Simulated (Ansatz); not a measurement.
I₂Sn, charge +1, doublet, geometry from GFN2-xTB (such geometries of metal compounds can be far from the true shape) (a state made from the parent by changing its charge; the spin is typed, not shown lowest) (core potentials on I, Sn).

Input for Ansatz (a program for electronic structure):
Ansatz 0.2 input:
```yaml
crystal:
  periodic: [false, false, false]
  atoms:
    - {symbol: Sn, position_ang: [-0.00242820, -0.00227352, 1.36744649]}
    - {symbol: I, position_ang: [0.99109659, -1.68231466, -0.64606286]}
    - {symbol: I, position_ang: [-0.98880584, 1.68445949, -0.64398100]}
basis:
  gaussian:
    orbitals: def2-SV_P_.json
hamiltonian:
  xc: r2scan
total_charge: 1
magnetization: {spin_polarized: true, initial_magnetization: 1}
```
The basis file holds def2-SV(P) in the JSON format of the Basis Set Exchange.

**Question.** Estimate the number of basis functions that R2SCAN/def2-SV(P) (Ansatz) returns for this input.

**Answer.** 78

**Question.** Give the total energy at the level R2SCAN/def2-SV(P).

**Answer.** -809.7984 Eh

**Question.** What <S^2> does R2SCAN/def2-SV(P) give?

**Answer.** 0.755
